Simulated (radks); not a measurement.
Results of a calculation; reference values are marked as such.
Valence configurations of Sb3+ (all share [Kr]). Level of theory: Dirac Kohn-Sham, PBEsol, spin-unpolarised, spherical densities, finite nucleus; open shells fill j = l - 1/2 first; Fermi nuclear charge, rms radius 4.6802 fm (a radial shooting solver on a logarithmic mesh with Libxc functionals). Energies are relative to 4d10 5s2; eigenvalues in eV.

valence           E (eV)  e(4d3/2)  e(4d5/2)  e(5p1/2)  e(5p3/2)  e(5s1/2)
4d10 5s2           0.000   -63.500   -62.238         -         -   -38.969
4d10 5s1.5 5p0.5   4.702   -64.079   -62.815   -29.907         -   -39.328
4d10 5s1 5p1       9.421   -64.652   -63.386   -30.224         -   -39.680
4d9.5 5s2 5p0.5   16.860   -66.823   -65.532   -30.741         -   -40.380
4d10 5p2          18.910   -65.781   -64.511   -30.842         -         -
4d9.5 5s1.5 5p1   21.688   -67.385   -66.092   -31.048         -   -40.722
4d9.5 5s1 5p1.5   26.534   -67.942   -66.646   -31.349         -   -41.058
4d9 5s2 5p1       34.798   -70.138   -68.817   -31.850         -   -41.742
4d8 5s2 5p2       73.980   -76.746   -75.365   -33.949         -   -44.344
4d8 5s1 5p3       85.695   -78.033   -76.648   -34.620   -33.331   -45.099

NIST lists [Kr] 4d10 5s2 as the ground configuration; this level of theory agrees among the configurations tried. The energies are those of spherical spin-averaged densities, not of single terms.
